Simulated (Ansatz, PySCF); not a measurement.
Gas-phase reaction in SMILES: F[SiH2][SiH](F)F → F[SiH][SiH](F)F + H atom (the H-Si bond at the site shown breaks; other sites are not compared here)
Geometries: B3LYP-D3(BJ)/def2-TZVP minima from Ansatz (a quantum-chemistry and plane-wave program), one conformer each, not searched for the lowest. Frequencies are from Ansatz or PySCF.
Geometry of the first species:
SMILES: F[SiH2][SiH](F)F
```xyz
8

F     -1.8125    -1.5016     0.5221
Si    -1.4275    -0.0227     0.0132
Si     0.9017     0.0560    -0.3318
F      1.2524     1.4963    -0.9345
F      1.6590    -0.0713     1.0694
H     -1.8508     0.9539     1.0401
H     -2.1489     0.2302    -1.2541
H      1.4702    -0.9610    -1.2376
```

Wanted: bond dissociation energy (0 K, with B3LYP-D3(BJ) harmonic zero-point energies), in eV. Correlated levels leave the core frozen unless marked. Open shells are spin-unrestricted. No spin-orbit coupling. Non-relativistic. CBS(X,Y): correlation extrapolated as X^-3; Hartree-Fock from the larger set.

```tsv
level	program	bond dissociation energy (eV)
PBE-D4/def2-TZVPD	Ansatz + dftd4	3.56
revPBE/def2-TZVPD	Ansatz	3.50
PBE0/def2-TZVP	Ansatz	3.63
B2GP-PLYP-D3(BJ)/def2-TZVPD	Ansatz + dftd3	3.76
B2PLYP-D3(BJ)/def2-TZVPD	Ansatz + dftd3	3.76
CCSD/cc-pV(T+d)Z	Ansatz	3.83
CCSD(T)/CBS(cc-pV(T+d)Z,cc-pV(Q+d)Z)	Ansatz	3.90
```
